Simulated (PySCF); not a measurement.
Computed shifts of a molecule C₅H₇F, PySCF with KT2/pcSseg-1, GIAO, gas phase, atoms alike by connectivity averaged where their shifts nearly agree, in ppm (number of nuclei): ¹³C: 149.5 (1), 129.7 (1), 117.8 (1), 111.1 (1), 15.0 (1). ¹⁹F: -148.9 (1). ¹H: 7.19 (1), 6.92 (1), 5.47 (1), 5.34 (1), 1.91 (3). References: ¹³C against TMS (σ = 185.1 ppm); ¹⁹F against CFCl3 (σ = 127.1 ppm); ¹H against TMS (σ = 31.47 ppm), references at their B3LYP-D3(BJ)/def2-TZVP geometries, non-relativistic. Coordinates come from a B3LYP-D3(BJ)/def2-SVP optimisation. Other conformers were not sampled.

**Question.** Which structure fits?
A. C=C(C)/C=C\F
B. C=CC(F)C=C
C. F/C=C\C1CC1
D. C=C/C(C)=C\F

**Answer.** D, C=C/C(C)=C\F
